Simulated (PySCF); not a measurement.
Molecule: sum formula H2SiO3Cl, charge 0, multiplicity 2. It need not be the lowest isomer of its formula. SMILES: [O][Si](O)(O)Cl
Structure (B3LYP-D3(BJ)/def2-TZVP (Ansatz) minimum search):
```xyz
7

Si    -0.0962    -0.1320    -0.3605
Cl     0.4061     0.5507     1.5171
O     -0.6465     1.3154    -0.9294
O      1.1583    -0.7615    -1.1671
O     -1.1888    -1.3263    -0.3339
H      1.9090    -0.1913    -1.3530
H     -2.0495    -1.1438     0.0523
```
Charge 0, spin multiplicity 2.

Dispersion corrections to the total energy (kcal/mol) from the dftd3 and dftd4 libraries through PySCF: D3(BJ) without and D4 with the three-body term, each with the damping fitted for the functional named.

| functional | D3(BJ) | D4 |
|---|---|---|
| PW6B95 | (withheld) | -3.72 |
| TPSS | -4.61 | -5.62 |
| BLYP | -7.99 | (withheld) |
| CAM-B3LYP | -3.00 | -3.54 |
| LC-wPBE | -3.56 | -4.66 |
| B2GP-PLYP | (withheld) | -1.73 |
| B3LYP | -6.59 | -6.78 |

Q: Complete the blanks.

A: 
- PW6B95, D3(BJ): -2.02
- BLYP, D4: -9.23
- B2GP-PLYP, D3(BJ): -3.05
